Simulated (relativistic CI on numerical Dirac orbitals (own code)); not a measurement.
## What each ingredient does to the levels of Ir L

Base calculation: Dirac-Coulomb-Breit CI, orbitals from a KLI potential per configuration, model QED, unscaled Slater integrals.

CI space (outside the closed core [Ne]): 3s²3p⁶3d¹⁰, 3s²3p⁶3d⁹4s, 3s²3p⁶3d⁹4p, 3s²3p⁶3d⁹4d, 3s²3p⁵3d¹⁰4s, 3s²3p⁶3d⁹4f, 3s²3p⁵3d¹⁰4p, 3s²3p⁶3d⁸4s², 3s²3p⁵3d¹⁰4d, 3s²3p⁶3d⁸4s4p, 3s3p⁶3d¹⁰4s, 3s²3p⁶3d⁹5s, 3s²3p⁵3d¹⁰4f, 3s²3p⁶3d⁸4p², 3s²3p⁶3d⁸4s4d, 3s²3p⁶3d⁹5p. Levels of other configurations are missing.

Variants: (1) non-relativistic limit. Shifts of the energy above 3s²3p⁶3d¹⁰ ¹S0, in eV, for the lowest level and the first level of each name with at least 55 % of one term (blank where a level changes its place among those of its configuration and J or its character, or is not in the variant):

```tsv
Level	Base	Δ(1)
3s²3p⁶3d¹⁰ ¹S0	0.00	0.00
3s²3p⁶3d⁹4s ³D3	1737.61	+205.36
3s²3p⁶3d⁹4s ¹D2	1739.62	
3s²3p⁶3d⁹4s ³D1	1818.35	+124.62
3s²3p⁶3d⁹4s ³D2	1819.62	
3s²3p⁶3d⁹4p ³F°2	1922.20	+108.92
3s²3p⁶3d⁹4p ³F°4	1968.44	+62.67
3s²3p⁶3d⁹4p ¹P°1	1971.74	
3s²3p⁶3d⁹4p ³D°3	1973.94	
3s²3p⁶3d⁹4p ³P°0	2045.75	-18.54
3s²3p⁶3d⁹4d ¹P1	2150.51	+30.47
3s²3p⁶3d⁹4d ³G5	2152.25	+28.16
3s²3p⁶3d⁹4d ³D3	2156.54	+26.27
3s²3p⁶3d⁹4d ³F4	2158.56
```

At this charge energies of transitions that change n are usually good to better than 1 %, and those within a shell (Δn = 0) to a few per cent.

Ionisation energy from the two ground configurations alone: base 4539.85 eV. The NIST ASD value (theoretical) is 4540 eV.

LS names give the leading component of a level, which can be under half, so a name can repeat, a term be missing and a line seem to break the LS rules.
